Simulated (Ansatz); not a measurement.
Basis-set extrapolation for CH₅B₂N (PBE0-D4/def2-TZVP geometry, frozen core, the Gaussian-basis code of Ansatz). Multiplicity 1, RHF reference.

```
                      def2-TZVPP   def2-QZVPP
                 HF  -144.586953  -144.594031
    MP2 correlation    -0.592003    -0.629690
CCSD(T) correlation    -0.649287      not run
```

Energies in hartree. Use E(X) = E(∞) + A·exp(−7.88·√X) for Hartree–Fock and E(X) = E(∞) + B·X^(−2.97) for correlation, with X = 3 and 4, and add CCSD(T) minus MP2 of the smaller set to the MP2 limit.

Problem. What is the CCSD(T) energy at the basis-set limit?

Solution. HF limit: -144.594031 + (-0.007078) × 0.13774 = -144.59501. MP2 limit: -0.629690 + (-0.037687) × 0.74074 = -0.65761. Higher-order term: -0.649287 − (-0.592003) = -0.05728. Total: -145.30990 hartree, 2.00 eV below CCSD(T)/def2-TZVPP.
